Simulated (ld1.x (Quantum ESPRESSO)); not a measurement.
# Before and after: ultrasoft potential for ruthenium

Ru, ultrasoft, made with ld1.x (Quantum ESPRESSO) 7.5 (PBE, scalar-relativistic). Core [Kr], reference 4d7 5s1 5p0. Waves: 5s (bound): rcut 2.15, rcutus 2.80 bohr; 5s channel at 0.25 Ry: rcut 2.15, rcutus 2.80 bohr; 5p (bound, empty): rcut 3.85, rcutus 4.30 bohr; 5p channel at 0.45 Ry: rcut 3.85, rcutus 4.30 bohr; 4d (bound): rcut 1.25, rcutus 1.40 bohr; 4d channel at 0.1 Ry: rcut 1.25, rcutus 1.40 bohr. Local part: all-electron potential smoothed inside 4.10 bohr (lloc = -2). Core correction: Bessel-smoothed model core inside 1.20 bohr. Augmentation charge: built from norm-conserving waves at rcut, not smoothed further.

Change: waves 4d (bound): rcut 1.25, rcutus 1.34 bohr; 4d channel at 0.1 Ry: rcut 1.25, rcutus 1.34 bohr.

Cutoffs: the cutoffs (Ry, on a coarse ladder) from which the occupation-weighted sum of valence levels, in a spherical-Bessel basis at the reference potential, stays within 10 and 1 mRy of its value at 400 Ry; they do not see the model core or the augmentation charge, which bear on the density cutoff. Errors are all-electron minus pseudo energies relative to the spin-unpolarised reference configuration.

Problem. What does the change do?

Solution. The potential gets harder (50 Ry and 90 Ry → 55 Ry and 100 Ry); the errors of the 7 common tests hardly move; neither file shows a bound ghost. A smaller radius makes the pseudo-wave follow the all-electron one further in, where it bends more sharply, so more plane waves are needed.

| quantity | base | changed |
| --- | --- | --- |
| cutoff, loose | 50 Ry | 55 Ry |
| cutoff, tight | 90 Ry | 100 Ry |
| loose cutoff by channel (10 mRy a level) | s 6 Ry, d 40 Ry | s 6 Ry, d 45 Ry |
| bound ghosts | none | none |
| error for 4d7 5s0 5p0, meV [ΔE 7.29 eV] | -14 | -14 |
| error for 4d6 5s0 5p0, meV [ΔE 25.48 eV] | -61 | -61 |
| error for 4d5 5s0 5p0, meV [ΔE 56.10 eV] | -417 | -416 |
| error for 4d6 5s1 5p0, meV [ΔE 10.11 eV] | -57 | -57 |
| error for 4d6 5s2 5p0, meV [ΔE 1.70 eV] | -80 | -80 |
| error for 4d6 5s1 5p1, meV [ΔE 5.65 eV] | -73 | -73 |
| error for 4d7 5s0.5 5p0, meV [ΔE 2.86 eV] | -3.3 | -3.3 |
| s: phases at 4.64 bohr within 0.05 rad from the reference energy up to (Ry; the scan ends near 5) | 3.4 | 3.4 |
| p: phases at 4.64 bohr within 0.05 rad from the reference energy up to (Ry; the scan ends near 5) | 1.0 | 1.0 |
| d: phases at 4.64 bohr within 0.05 rad from the reference energy up to (Ry; the scan ends near 5) | 2.1 | 2.1 |
| lowest overlap eigenvalue by channel | s 0.40, p 0.73, d 0.99 | s 0.40, p 0.73, d 0.97 |
